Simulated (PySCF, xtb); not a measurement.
Al(Cl)2(OEt) (C₂H₅AlCl₂O), SMILES CC[O][Al]([Cl])[Cl].

GFN2-xTB run with xtb at its own geometry gives an orbital gap of 4.28 eV and a dipole moment of 1.94 D.

Geometry optimised at PBE0-D3(BJ)/def2-SVP. One conformer was computed; it need not be the lowest.

Question: What does PySCF with PBE0/def2-TZVP give? (Estimate from the structure and the level; the computed values follow.)

Answer: gap 7.63 eV (levels -8.49 and -0.86 eV), dipole 1.90 D.
